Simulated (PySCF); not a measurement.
## Dipole polarisabilities along the 4d series, charge +1

Calculated with PySCF 2.14 for the ground configurations, without spin-orbit coupling: coupled response for Hartree-Fock and DFT. Mean α in bohr³, C₆ of like pairs in atomic units.

```csv
species,α UHF,α PBE,α PBE0,C₆ UHF,C₆ PBE,C₆ PBE0
"Zr⁺ [Kr] 4d2 5s1 (def2-QZVPPD with the def2 core potential (28 electrons), ECP)",77.20,55.60,59.42,701.7,470.2,508.4
"Nb⁺ [Kr] 4d4 (def2-QZVPPD with the def2 core potential (28 electrons), ECP)",22.25,27.12,n/a,140.0,172.7,n/a
"Mo⁺ [Kr] 4d5 (def2-QZVPPD with the def2 core potential (28 electrons), ECP)",17.05,20.90,19.38,107.6,132.9,123.2
"Tc⁺ [Kr] 4d5 5s1 (def2-QZVPPD with the def2 core potential (28 electrons), ECP)",46.04,33.17,35.28,348.7,246.6,261.7
"Rh⁺ [Kr] 4d8 (def2-QZVPPD with the def2 core potential (28 electrons), ECP)",11.36,14.19,13.16,69.30,89.08,81.98
"Pd⁺ [Kr] 4d9 (def2-QZVPPD with the def2 core potential (28 electrons), ECP)",10.03,12.45,11.57,59.64,76.34,70.37
"Ag⁺ [Kr] 4d10 (def2-QZVPPD with the def2 core potential (28 electrons), ECP)",8.672,10.74,10.01,50.37,64.31,59.42
"Cd⁺ [Kr] 4d10 5s1 (def2-QZVPPD with the def2 core potential (28 electrons), ECP)",31.39,21.73,23.24,184.9,130.0,137.5
```

Problem. Fill in the row of Ru⁺ [Kr] 4d7 (def2-QZVPPD with the def2 core potential (28 electrons), ECP).

Solution. α UHF 13.29; α PBE 16.57; α PBE0 15.36; C₆ UHF 83.07; C₆ PBE 106.5; C₆ PBE0 97.91.

The values depend on the diffuse functions of the basis.
